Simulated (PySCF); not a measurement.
SMILES C[S][Zn][S]C, CAM-B3LYP/def2-SVP optimised geometry.

```
11

Zn    -0.73     1.18     0.00
S      1.44     1.18     0.00
C      1.80    -0.60    -0.23
H      1.42    -1.21     0.59
H      2.90    -0.70    -0.25
H      1.42    -0.98    -1.19
S     -2.90     1.21    -0.02
C     -3.28     1.04     1.76
H     -2.92     0.09     2.18
H     -4.38     1.06     1.85
H     -2.89     1.87     2.35
```

Density from CAM-B3LYP/def2-TZVP run with PySCF 2.14.0 at that geometry.

Minimum of the electron density along straight lines between bonded atoms, close to the bond critical point (lines longer than 1.1 times the sum of covalent radii, or with two minima, are not listed):

```tsv
bond	length / Å	ρ at the minimum / e bohr⁻³	∇²ρ there / e bohr⁻⁵	position (fraction from the first atom)
Zn1–S2	2.170	0.098	0.19	0.46
S2–C3	1.833	0.173	-0.27	0.53
C3–H4	1.098	0.277	-0.95	0.65
C3–H5	1.098	0.276	-0.95	0.65
C3–H6	1.098	0.277	-0.95	0.65
Zn1–S7	2.170	0.098	0.19	0.46
S7–C8	1.833	0.173	-0.27	0.53
C8–H9	1.098	0.277	-0.95	0.65
C8–H10	1.098	0.276	-0.95	0.65
C8–H11	1.098	0.277	-0.95	0.65
```
